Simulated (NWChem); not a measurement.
CHAlF$_{4}$O; SMILES [OH][Al]([F])[C](F)(F)F

```xyz
8

Al    -0.1511     0.9521    -0.0015
C      0.0692    -1.0476     0.0007
F      1.3720    -1.4389     0.0032
F     -0.5127    -1.6154    -1.0949
F     -0.5165    -1.6132     1.0954
F      1.1978     1.9399     0.0009
O     -1.7419     1.5469    -0.0052
H     -1.9980     2.4820    -0.0063
```
Atoms are numbered in this order, from 1.

Results from NWChem. Pople sets run with spherical d functions. All runs use the structure optimised with PBE-D3(BJ)/def2-SVP. Vzz is the largest principal value of the second derivative of the potential at the nucleus (NWChem prints the opposite sign); η is the asymmetry. Non-relativistic.

```csv
level,Vzz Al1 (a.u.),η Al1,Vzz O7 (a.u.),η O7
PBE/cc-pVTZ,1.087,0.25,1.295,0.13
PBE/def2-SVP,?,0.29,1.325,0.15
B3LYP/6-31G*,0.806,0.28,1.327,0.17
B3LYP/def2-TZVP,1.090,0.25,1.340,0.12
```

Problem. What belongs in the gaps?

Solution. 
- PBE/def2-SVP, Vzz Al1 (a.u.): 0.784
